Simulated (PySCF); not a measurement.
Ions at one geometry of [Hf(OH)3]+

PySCF 2.14.0, RKS PBE0, Hf def2-SVP with ECP60, O def2-SVP, H def2-SVP; non-relativistic Hamiltonian with scalar-relativistic core potentials where named; density fitting; no spin-orbit coupling; singlets restricted, open shells unrestricted. The geometry is relaxed for charge +1, singlet, vacuum:

```xyz
7

Hf    0.0000    0.0000   -0.5692
O     1.7815    0.0000    0.0148
H     2.6044    0.0000    0.5142
O    -0.8908    1.5429    0.0148
H    -1.3022    2.2554    0.5142
O    -0.8908   -1.5429    0.0148
H    -1.3022   -2.2554    0.5142
```

Energies count from the relaxed state; an electron taken off or put on is at rest in vacuum. Charges and spins are Mulliken's.

```
                     state  energy (eV)  spin squared  charge on Hf1 (e)  spin on Hf1 (e)  dipole about the centre of mass (D)
charge +1, singlet, vacuum         0.00          0.00               1.43             0.00                                 0.67
 charge 0, doublet, vacuum        -5.89          0.75               0.71             1.05                                 2.78
```

Task: What does the state charge +2, doublet, vacuum give?

Result: energy (eV) 16.43, spin squared 0.78, charge on Hf1 (e) 1.67, spin on Hf1 (e) -0.19, dipole about the centre of mass (D) 1.22.

With an electron taken off (doublet) the charges change, summed by element, by Hf +0.24 e, O +0.57 e, H +0.19 e. The vertical ionisation energy is 16.43 eV, against −ε(HOMO) = 14.17 eV of the relaxed state. The level lies 2.3 eV too high, as is usual for semilocal functionals and global hybrids, which keep a self-interaction error.

With an electron put on (doublet) the charges change, summed by element, by Hf -0.72 e, O -0.12 e, H -0.15 e. The vertical electron affinity is 5.89 eV, against −ε(LUMO) = 7.64 eV of the relaxed state.

Open shells may have lower solutions than those found.
